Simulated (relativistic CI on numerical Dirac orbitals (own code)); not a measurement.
# Sensitivity of the levels of Lu IV to α and to the nuclear radius

Computed by Dirac-Coulomb-Breit CI, orbitals from a KLI potential per configuration, valence Slater integrals scaled by 0.85, P86 correlation energy added to each configuration, derivatives by finite differences, QED left out (own radial code, finite nucleus).

Configurations in the expansion (outside the closed core [Kr] 4d10 5s2): 4f¹⁴5p⁶, 4f¹³5p⁶5d, 4f¹³5p⁶6s, 4f¹³5p⁶6p, 4f¹⁴5p⁵5d, 4f¹³5p⁶5f, 4f¹³5p⁶6d. Double excitations out of closed p, d and f shells are left out; levels of such configurations are missing from the list, as are those of other unlisted configurations, and high levels can miss mixing partners.

With x = (α/α₀)² − 1 an excitation energy changes as ω = ω₀ + qx; K = 2q/ω₀ is the relative enhancement. Terms are leading LS components, so labels can repeat. The field-shift factor is F = δν/δ⟨r²⟩ for the transition from the lowest level.

Lowest level 4f¹⁴5p⁶ ¹S0.

| Level | ω₀ (cm⁻¹) | q (cm⁻¹) | K | F (GHz/fm²) |
| --- | --- | --- | --- | --- |
| 4f¹³5p⁶5d ³P°2 | 71842.8 | -47980 | -1.34 | 18.2 |
| 4f¹³5p⁶5d ³H°5 | 76234.0 | -48440 | -1.27 | 18.1 |
| 4f¹³5p⁶5d ³H°6 | 78840.2 | -45490 | -1.15 | 18.6 |
| 4f¹³5p⁶5d ³D°3 | 78868.3 | -48230 | -1.22 | 18.2 |
| 4f¹³5p⁶5d ³P°1 | 79447.9 | -42120 | -1.06 | 18.6 |
| 4f¹³5p⁶5d ³F°4 | 80443.0 | -48030 | -1.19 | 18.2 |
| 4f¹³5p⁶5d ¹D°2 | 80837.2 | -45930 | -1.14 | 18.6 |
| 4f¹³5p⁶5d ³F°4 | 83477.0 | -44990 | -1.08 | 18.7 |
| 4f¹³5p⁶5d ¹F°3 | 84053.9 | -45380 | -1.08 | 18.7 |
| 4f¹³5p⁶5d ³G°5 | 84723.0 | -45300 | -1.07 | 18.7 |
| 4f¹³5p⁶5d ³P°0 | 85848.5 | -34800 | -0.811 | 19.1 |
| 4f¹³5p⁶5d ³H°4 | 87801.1 | -38910 | -0.886 | 18.7 |
| 4f¹³5p⁶5d ¹D°2 | 89713.4 | -38040 | -0.848 | 18.7 |

Correlation outside the listed configurations is missing or only estimated: errors of thousands of cm⁻¹ between configurations and terms are usual at this charge. Rates and lifetimes follow the computed energies and can be off by large factors. The fine structure of a lone outer electron comes out too small, for d and f at times inverted, and misplaced configurations move strength between like terms.
